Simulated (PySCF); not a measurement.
## How methods differ on the excitation energy of Tc⁺

Tc⁺ [Kr] 4d5 5s1 (7S) → Tc⁺ [Kr] 4d6 (5D), as a difference of total energies. All numbers are calculated (PySCF 2.14, the spin-free X2C one-electron Hamiltonian (Gaussian nucleus), in x2c-TZVPPall (8s6p6d2f1g, 79 functions)). Correlated levels: valence: [Kr] frozen. The calculations carry no spin-orbit coupling.

```tsv
method	excitation energy (eV)
UHF	1.441
MP2 (valence)	0.683
SCS-MP2 (valence)	0.093
CCSD (valence)	0.695
CCSD(T) (valence)	0.645
```

Q: How much does correlation contribute at CCSD(T) (valence)?

A: 0.645 − (1.441) = -0.796 eV, measured against UHF.
